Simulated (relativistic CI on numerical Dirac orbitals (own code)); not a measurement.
## Radial parameters of Cd XII

Calculated at this level of theory: Dirac-Coulomb-Breit CI, separate exchange-only KLI orbitals for each configuration, a model potential for QED, unscaled Slater integrals (own radial code, finite nucleus).

Slater integrals F^k, G^k are unscaled and averaged over j, outside the closed core [Ar] 3d10; ζ comes from projecting the Hamiltonian with its Breit term on Σ l·s of the shell.

- 4s2 4p6 4d: ζ(4d) = 3757.1 cm⁻¹; <r>(4d) = 0.9543, <r^2>(4d) = 1.04 (bohr units).
- 4s2 4p5 4d2: ζ(4p) = 38065, F^2(4d,4d) = 107180, F^4(4d,4d) = 72349, F^2(4p,4d) = 112130, G^1(4p,4d) = 142290, G^3(4p,4d) = 89498, ζ(4d) = 3763.3 cm⁻¹; <r>(4p) = 0.8688, <r^2>(4p) = 0.8525, <r>(4d) = 0.9525, <r^2>(4d) = 1.037 (bohr units).
- 4s2 4p6 4f: ζ(4f) = 100.88 cm⁻¹; <r>(4f) = 1.097, <r^2>(4f) = 1.389 (bohr units).

(1) Give the Racah parameters of the d shell in 4s2 4p5 4d2.

Averages of the first 10 configurations, taken without configuration mixing, which lowers the lowest level and can move excited configurations by several eV; other configurations of the list can lie among them:

| Configuration | Parity | States | Average energy above the lowest level (eV) |
| --- | --- | --- | --- |
| 4s2 4p6 4d | even | 10 | 2.1 |
| 4s2 4p5 4d2 | odd | 270 | 68.3 |
| 4s2 4p6 4f | odd | 14 | 73.5 |
| 4s2 4p6 5s | even | 2 | 63.1 |
| 4s 4p6 4d2 | even | 90 | 117.6 |
| 4s2 4p6 5p | odd | 6 | 79.2 |
| 4s2 4p5 4d 4f | even | 840 | 138.8 |
| 4s2 4p6 5d | even | 10 | 104.1 |
| 4s 4p6 4d 4f | odd | 280 | 188.3 |
| 4s2 4p6 6s | even | 2 | 125.3 |

Results:

(1) B = F²/49 − 5F⁴/441 = 1367 cm⁻¹ and C = 35F⁴/441 = 5742 cm⁻¹.
